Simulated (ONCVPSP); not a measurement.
u(r) = r·R(r): atom against pseudo-atom (Ca)

Columns: radius, all-electron u(r) and pseudo u(r) of the 3s shell (level -47.09 eV) of calcium in the configuration [Ne] 3s2 3p6 4s2; PBE, scalar-relativistic, ONCV scheme, ONCVPSP 4.0.1.

```json
{"r (bohr)": "0.095", "all-electron": "0.0407", "pseudo": "0.0903"}
{"r (bohr)": "0.190", "all-electron": "-0.4523", "pseudo": "0.1863"}
{"r (bohr)": "0.285", "all-electron": "-0.5047", "pseudo": "0.2918"}
{"r (bohr)": "0.380", "all-electron": "-0.2571", "pseudo": "0.4073"}
{"r (bohr)": "0.475", "all-electron": "0.0914", "pseudo": "0.5293"}
{"r (bohr)": "0.570", "all-electron": "0.4237", "pseudo": "0.6515"}
{"r (bohr)": "0.665", "all-electron": "0.6886", "pseudo": "0.7657"}
{"r (bohr)": "0.760", "all-electron": "0.8739", "pseudo": "0.8633"}
{"r (bohr)": "0.855", "all-electron": "0.9839", "pseudo": "0.9366"}
{"r (bohr)": "0.950", "all-electron": "1.0309", "pseudo": "0.9803"}
{"r (bohr)": "1.045", "all-electron": "1.0298", "pseudo": "0.9921"}
{"r (bohr)": "1.140", "all-electron": "0.9947", "pseudo": "0.9730"}
{"r (bohr)": "1.235", "all-electron": "0.9371", "pseudo": "0.9278"}
{"r (bohr)": "1.330", "all-electron": "0.8663", "pseudo": "0.8637"}
{"r (bohr)": "1.425", "all-electron": "0.7891", "pseudo": "0.7887"}
{"r (bohr)": "1.520", "all-electron": "0.7104", "pseudo": "0.7104"}
{"r (bohr)": "1.615", "all-electron": "0.6336", "pseudo": "0.6335"}
{"r (bohr)": "1.710", "all-electron": "0.5606", "pseudo": "0.5606"}
{"r (bohr)": "1.805", "all-electron": "0.4930", "pseudo": "0.4930"}
{"r (bohr)": "1.900", "all-electron": "0.4312", "pseudo": "0.4312"}
{"r (bohr)": "1.995", "all-electron": "0.3755", "pseudo": "0.3755"}
{"r (bohr)": "2.090", "all-electron": "0.3258", "pseudo": "0.3258"}
{"r (bohr)": "2.185", "all-electron": "0.2817", "pseudo": "0.2817"}
{"r (bohr)": "2.280", "all-electron": "0.2429", "pseudo": "0.2429"}
{"r (bohr)": "2.375", "all-electron": "0.2090", "pseudo": "0.2089"}
{"r (bohr)": "2.470", "all-electron": "0.1794", "pseudo": "0.1794"}
```

Q: How many radial nodes do the two functions have?

A: The all-electron 3s function has n − l − 1 = 2; the pseudo-wave has 0, since the states of the same l below it are removed with the core.

Q: At about which radius was the pseudo-wave matched?

A: 1.55 bohr. The columns agree to 0.0005 from 1.43 bohr on; several derivatives are matched, so the curves merge somewhat inside the radius.

Q: Is the pseudo-wave norm-conserving?

A: Yes: the ONCV scheme keeps the norm inside the radius equal to the all-electron one, which fixes the energy derivative of the logarithmic derivative at the level.
